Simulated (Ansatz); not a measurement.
Mulliken charges of `C[Si]Br` from ωB97M-V/def2-TZVPP in Ansatz (PBE0-D4/def2-TZVP geometry).

```json
{"atom": "C1", "x (Å)": "-0.434", "y (Å)": "0.379", "z (Å)": "-0.207", "charge (e)": "-0.415"}
{"atom": "Si2", "x (Å)": "0.013", "y (Å)": "-0.760", "z (Å)": "1.231", "charge (e)": "0.278"}
{"atom": "Br3", "x (Å)": "1.998", "y (Å)": "-1.515", "z (Å)": "0.447", "charge (e)": "-0.231"}
{"atom": "H4", "x (Å)": "0.332", "y (Å)": "1.154", "z (Å)": "-0.326", "charge (e)": "0.126"}
{"atom": "H5", "x (Å)": "-1.402", "y (Å)": "0.859", "z (Å)": "-0.043", "charge (e)": "0.117"}
{"atom": "H6", "x (Å)": "-0.465", "y (Å)": "-0.181", "z (Å)": "-1.148", "charge (e)": "0.126"}
```

By hand: the dipole of these point charges (1 e Å = 4.8032 D).

Σ q r = (-0.459, 0.205, 0.134) e Å, of length 0.520 e Å = 2.50 D.

How does the dipole of the full density compare? (Best estimate.)

The calculation gave: (-0.314, 0.244, -0.083) e Å, 1.95 D; the point charges give 1.28 times that, at 30° from its direction.

Point charges leave out the atoms' own dipoles, such as those of lone pairs, and Mulliken's split depends on the basis, so the two needn't agree.
